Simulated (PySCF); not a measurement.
C5H12OS2Si.
Atom-mapped SMILES: `[CH3:1][CH2:2][Si@@H:3]1[S:4][CH2:5][C@@H:6]([O:7][CH3:8])[S:9]1` (hydrogens: H10, H11, H12 on C1; H13, H14 on C2; H15 on Si3; H16, H17 on C5; H18 on C6; H19, H20, H21 on C8)

Structure optimised with GFN2-xTB, isolated species.

Problem. Give the optimised bond lengths and angles.

Solution. 
```json
{"bond": "C1–C2", "length (Å)": "1.523", "order": "single"}
{"bond": "C2–Si3", "length (Å)": "1.891", "order": "single"}
{"bond": "Si3–S4", "length (Å)": "2.149", "order": "single"}
{"bond": "S4–C5", "length (Å)": "1.821", "order": "single"}
{"bond": "C5–C6", "length (Å)": "1.516", "order": "single"}
{"bond": "C6–O7", "length (Å)": "1.384", "order": "single"}
{"bond": "O7–C8", "length (Å)": "1.409", "order": "single"}
{"bond": "C6–S9", "length (Å)": "1.840", "order": "single"}
{"bond": "Si3–S9", "length (Å)": "2.149", "order": "single"}
{"bond": "C1–H10, C1–H11, C1–H12", "length (Å)": "1.088", "order": "single"}
{"bond": "C2–H13", "length (Å)": "1.089", "order": "single"}
{"bond": "C2–H14", "length (Å)": "1.092", "order": "single"}
{"bond": "Si3–H15", "length (Å)": "1.461", "order": "single"}
{"bond": "C5–H16", "length (Å)": "1.089", "order": "single"}
{"bond": "C5–H17", "length (Å)": "1.089", "order": "single"}
{"bond": "C6–H18", "length (Å)": "1.101", "order": "single"}
{"bond": "C8–H19, C8–H20, C8–H21", "length (Å)": "1.092", "order": "single"}
```

Bonds in one row agree within 0.01 Å and their mean is given. Orders are formal, as drawn. A selection of angles:
```json
{"angle": "C1–C2–Si3", "degrees": "112.0"}
{"angle": "C2–Si3–S4", "degrees": "113.0"}
{"angle": "C2–Si3–S9", "degrees": "110.8"}
{"angle": "S4–Si3–S9", "degrees": "100.1"}
{"angle": "Si3–S4–C5", "degrees": "96.0"}
{"angle": "S4–C5–C6", "degrees": "112.2"}
{"angle": "C5–C6–O7", "degrees": "109.1"}
{"angle": "C5–C6–S9", "degrees": "109.6"}
{"angle": "O7–C6–S9", "degrees": "111.1"}
{"angle": "C6–O7–C8", "degrees": "114.6"}
{"angle": "Si3–S9–C6", "degrees": "90.2"}
```

Torsions: C1–C2–Si3–S4 179° (antiperiplanar); C2–Si3–S4–C5 -126° (anticlinal); Si3–S4–C5–C6 -26° (synperiplanar); S4–C5–C6–O7 -62° (synclinal); C5–C6–O7–C8 -169° (antiperiplanar); C5–C6–S9–Si3 -56° (synclinal); C2–Si3–S9–C6 152° (antiperiplanar).

Si3 (SiH silicon) is distorted tetrahedral (angles from 100.1° to 114.3°). The 2 C–O bonds span 1.384 Å (C6–O7, drawn single) to 1.409 Å (O7–C8, drawn single), a spread of 0.025 Å. S4 (sulfur bonded to C and Si) is bent (angle 96.0°). The 5-membered ring Si3–S4–C5–C6–S9 has internal angles of 90.2° to 112.2° (sum 508°, against 540° for a flat polygon); it is puckered, 0.27 Å rms from its mean plane, widest ring torsion 60°. Of the pairs four or more bonds apart, S9···H19 is among the closest relative to their van der Waals radii: 2.76 Å, 92 % of the sum of Bondi's values.

Point group: C1 (no symmetry element, even within 0.4 Å). No GFN2-xTB frequencies stand behind this structure, so it isn't proved a minimum. One conformer, not necessarily the lowest.

These are computed values.
